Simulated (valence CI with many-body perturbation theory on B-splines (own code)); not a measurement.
**E1 transitions of Pd38+**

Calculated by configuration interaction combined with many-body perturbation theory (CI+MBPT): six valence electrons over a frozen Dirac-Fock core [He], radial functions for each j: 9 s, 9 p, 8 d, 6 f, 3 g, 1 h, with the one-electron correlation potential Σ1, the two-electron term Σ2, the three-electron term Σ3, Breit, model QED; selected CI, second order for the rest, scaled by the run's own slope (own B-spline code, finite nucleus).

The last digits are not significant, and no measured levels were compared; by estimate large intervals hold to a few tenths of a per cent, small ones and those within an open d or f shell to about a per cent. Among the levels kept, up to 2200 cm⁻¹ of a level comes from second order outside the variational space, and about a tenth of that is noise between levels of different J, which matters for small intervals.

Lines 101 to 150 of 225 in falling wavelength, among levels below 3521.6 eV, chosen from the strongest by gf and those to the six lowest levels. Wavelengths and rates use the calculated energies. Electric multipoles are in the length gauge, E1 and E2 with the static RPA response of the core. Weak lines are less certain than strong ones. Lines between different terms over intervals too small for the method are left out, as are lines whose strength nearly cancels. The highest levels of a list are the least certain.

Levels are named by their leading jj configuration (3d3/2^4 stands for four electrons in 3d with j = 3/2), which in mixed levels can hold well under half, so a name can repeat and another be missing. Letters in brackets count levels of one name in rising energy.

| λ vac (Å) | Upper | Lower | A (s⁻¹) | S (a.u.) with core polarisation | S without |
| --- | --- | --- | --- | --- | --- |
| 30.26 | (2s 2p1/2 2p3/2^4) J=1 | (2s^2 2p1/2 2p3/2^3) J=1 | 7.50e+10 | 3.08e-03 | 3.08e-03 |
| 29.97 | (2s 2p1/2^2 2p3/2^3) J=1 | (2s^2 2p1/2^2 2p3/2^2) J=2 | 5.10e+11 | 2.03e-02 | 2.04e-02 |
| 22.88 | (2s 2p1/2 2p3/2^4) J=1 | (2s^2 2p1/2^2 2p3/2^2) J=0 | 2.15e+09 | 3.81e-05 | 3.82e-05 |
| 21.69 | (2s 2p1/2 2p3/2^4) J=1 | (2s^2 2p1/2^2 2p3/2^2) J=2 | 3.24e+10 | 4.90e-04 | 4.91e-04 |
| 4.439 | (2s^2 2p1/2^2 2p3/2 3s) J=1 | (2s^2 2p3/2^4) J=0 | 1.30e+08 | 1.69e-08 | 1.69e-08 |
| 4.389 | (2s^2 2p1/2^2 2p3/2 3p1/2) J=1 | (2s 2p1/2^2 2p3/2^3) J=2 | 4.69e+10 | 5.87e-06 | 5.86e-06 |
| 4.386 | (2s^2 2p1/2^2 2p3/2 3p1/2) J=2 | (2s 2p1/2^2 2p3/2^3) J=2 | 4.38e+09 | 9.13e-07 | 9.17e-07 |
| 4.317 | (2s^2 2p1/2^2 2p3/2 3p3/2) J=3 | (2s 2p1/2^2 2p3/2^3) J=2 | 3.98e+10 | 1.11e-05 | 1.11e-05 |
| 4.317 | (2s^2 2p1/2^2 2p3/2 3p3/2) J=1 | (2s 2p1/2^2 2p3/2^3) J=2 | 6.79e+10 | 8.09e-06 | 8.07e-06 |
| 4.295 | (2s^2 2p1/2^2 2p3/2 3p3/2) J=2 | (2s 2p1/2^2 2p3/2^3) J=2 | 4.96e+10 | 9.71e-06 | 9.69e-06 |
| 4.211 | (2s^2 2p1/2 2p3/2^2 3s) J=1 [a] | (2s^2 2p3/2^4) J=0 | 1.46e+10 | 1.61e-06 | 1.61e-06 |
| 4.189 | (2s^2 2p1/2^2 2p3/2 3s) J=2 | (2s^2 2p1/2 2p3/2^3) J=2 | 1.72e+10 | 3.12e-06 | 3.11e-06 |
| 4.180 | (2s^2 2p1/2^2 2p3/2 3s) J=1 | (2s^2 2p1/2 2p3/2^3) J=2 | 1.00e+10 | 1.08e-06 | 1.08e-06 |
| 4.175 | (2s^2 2p1/2^2 2p3/2 3d3/2) J=1 | (2s^2 2p3/2^4) J=0 | 3.27e+08 | 3.53e-08 | 3.54e-08 |
| 4.168 | (2s^2 2p1/2 2p3/2^2 3p1/2) J=1 [a] | (2s 2p1/2^2 2p3/2^3) J=2 | 1.49e+10 | 1.60e-06 | 1.59e-06 |
| 4.167 | (2s^2 2p1/2^2 2p3/2 3s) J=2 | (2s^2 2p1/2 2p3/2^3) J=1 | 9.52e+08 | 1.70e-07 | 1.70e-07 |
| 4.159 | (2s^2 2p1/2^2 2p3/2 3s) J=1 | (2s^2 2p1/2 2p3/2^3) J=1 | 7.65e+10 | 8.15e-06 | 8.13e-06 |
| 4.159 | (2s^2 2p1/2 2p3/2^2 3p1/2) J=2 [a] | (2s 2p1/2^2 2p3/2^3) J=2 | 1.28e+09 | 2.26e-07 | 2.25e-07 |
| 4.158 | (2s^2 2p1/2 2p3/2^2 3s) J=1 [b] | (2s^2 2p3/2^4) J=0 | 3.84e+10 | 4.09e-06 | 4.08e-06 |
| 4.140 | (2s^2 2p1/2 2p3/2^2 3p1/2) J=3 | (2s 2p1/2^2 2p3/2^3) J=2 | 1.71e+10 | 4.18e-06 | 4.17e-06 |
| 4.132 | (2s^2 2p1/2^2 2p3/2 3d5/2) J=1 | (2s^2 2p3/2^4) J=0 | 1.26e+08 | 1.31e-08 | 1.30e-08 |
| 4.115 | (2s^2 2p1/2 2p3/2^2 3p1/2) J=2 [b] | (2s 2p1/2^2 2p3/2^3) J=2 | 3.42e+11 | 5.89e-05 | 5.88e-05 |
| 4.111 | (2s^2 2p1/2 2p3/2^2 3p1/2) J=1 [b] | (2s 2p1/2^2 2p3/2^3) J=2 | 6.16e+09 | 6.34e-07 | 6.32e-07 |
| 4.103 | (2s^2 2p1/2 2p3/2^2 3p3/2) J=3 [a] | (2s 2p1/2^2 2p3/2^3) J=2 | 8.25e+10 | 1.97e-05 | 1.96e-05 |
| 4.102 | (2s^2 2p1/2 2p3/2^2 3p3/2) J=2 [a] | (2s 2p1/2^2 2p3/2^3) J=2 | 8.49e+10 | 1.45e-05 | 1.44e-05 |
| 4.083 | (2s^2 2p1/2 2p3/2^2 3p3/2) J=1 [a] | (2s 2p1/2^2 2p3/2^3) J=2 | 9.02e+09 | 9.09e-07 | 9.12e-07 |
| 4.079 | (2s^2 2p1/2 2p3/2^2 3p3/2) J=3 [b] | (2s 2p1/2^2 2p3/2^3) J=2 | 5.02e+10 | 1.18e-05 | 1.17e-05 |
| 4.060 | (2s^2 2p1/2 2p3/2^2 3p3/2) J=1 [b] | (2s 2p1/2^2 2p3/2^3) J=2 | 2.54e+11 | 2.52e-05 | 2.51e-05 |
| 4.048 | (2s^2 2p1/2 2p3/2^2 3p3/2) J=2 [b] | (2s 2p1/2^2 2p3/2^3) J=2 | 5.40e+11 | 8.83e-05 | 8.82e-05 |
| 4.039 | (2s^2 2p1/2 2p3/2^2 3p3/2) J=1 [c] | (2s 2p1/2^2 2p3/2^3) J=2 | 6.32e+11 | 6.17e-05 | 6.16e-05 |
| 4.035 | (2s^2 2p1/2 2p3/2^2 3p3/2) J=2 [c] | (2s 2p1/2^2 2p3/2^3) J=2 | 5.10e+11 | 8.26e-05 | 8.24e-05 |
| 4.007 | (2s 2p1/2^2 2p3/2^2 3s) J=3 | (2s 2p1/2^2 2p3/2^3) J=2 | 2.93e+12 | 6.51e-04 | 6.50e-04 |
| 3.987 | (2s 2p1/2^2 2p3/2^2 3s) J=2 | (2s 2p1/2^2 2p3/2^3) J=2 | 2.15e+13 | 3.36e-03 | 3.35e-03 |
| 3.985 | (2s^2 2p1/2 2p3/2^2 3s) J=2 [a] | (2s^2 2p1/2 2p3/2^3) J=2 | 1.23e+12 | 1.92e-04 | 1.92e-04 |
| 3.983 | (2s^2 2p1/2^2 2p3/2 3s) J=1 | (2s^2 2p1/2^2 2p3/2^2) J=0 | 8.56e+12 | 8.00e-04 | 7.98e-04 |
| 3.977 | (2s^2 2p1/2 2p3/2^2 3d3/2) J=1 [a] | (2s^2 2p3/2^4) J=0 | 1.12e+11 | 1.04e-05 | 1.05e-05 |
| 3.977 | (2s^2 2p1/2 2p3/2^2 3s) J=1 [a] | (2s^2 2p1/2 2p3/2^3) J=2 | 4.02e+12 | 3.74e-04 | 3.73e-04 |
| 3.966 | (2s^2 2p1/2 2p3/2^2 3s) J=2 [a] | (2s^2 2p1/2 2p3/2^3) J=1 | 2.97e+12 | 4.57e-04 | 4.56e-04 |
| 3.963 | (2s^2 2p1/2 2p3/2^2 3s) J=3 | (2s^2 2p1/2 2p3/2^3) J=2 | 3.68e+12 | 7.91e-04 | 7.89e-04 |
| 3.958 | (2s^2 2p1/2 2p3/2^2 3s) J=1 [a] | (2s^2 2p1/2 2p3/2^3) J=1 | 2.21e+13 | 2.03e-03 | 2.02e-03 |
| 3.957 | (2s^2 2p1/2 2p3/2^2 3s) J=2 [b] | (2s^2 2p1/2 2p3/2^3) J=2 | 2.14e+13 | 3.27e-03 | 3.27e-03 |
| 3.953 | (2s^2 2p3/2^3 3s) J=1 | (2s^2 2p3/2^4) J=0 | 1.63e+13 | 1.50e-03 | 1.49e-03 |
| 3.952 | (2s^2 2p1/2^2 2p3/2 3s) J=2 | (2s^2 2p1/2^2 2p3/2^2) J=2 | 1.11e+13 | 1.69e-03 | 1.69e-03 |
| 3.952 | (2s^2 2p1/2^2 2p3/2 3d3/2) J=2 | (2s^2 2p1/2 2p3/2^3) J=2 | 1.97e+12 | 2.99e-04 | 2.99e-04 |
| 3.949 | (2s^2 2p1/2 2p3/2^2 3d5/2) J=1 [a] | (2s^2 2p3/2^4) J=0 | 8.35e+11 | 7.61e-05 | 7.60e-05 |
| 3.947 | (2s^2 2p1/2^2 2p3/2 3d3/2) J=3 | (2s^2 2p1/2 2p3/2^3) J=2 | 1.22e+11 | 2.60e-05 | 2.59e-05 |
| 3.945 | (2s^2 2p1/2^2 2p3/2 3s) J=1 | (2s^2 2p1/2^2 2p3/2^2) J=2 | 2.16e+13 | 1.97e-03 | 1.96e-03 |
| 3.945 | (2s^2 2p1/2^2 2p3/2 3d3/2) J=1 | (2s^2 2p1/2 2p3/2^3) J=2 | 2.03e+11 | 1.84e-05 | 1.85e-05 |
| 3.938 | (2s^2 2p1/2 2p3/2^2 3s) J=2 [b] | (2s^2 2p1/2 2p3/2^3) J=1 | 2.85e+12 | 4.29e-04 | 4.28e-04 |
| 3.935 | (2s^2 2p1/2 2p3/2^2 3d3/2) J=1 [b] | (2s^2 2p3/2^4) J=0 | 4.50e+11 | 4.06e-05 | 4.05e-05 |
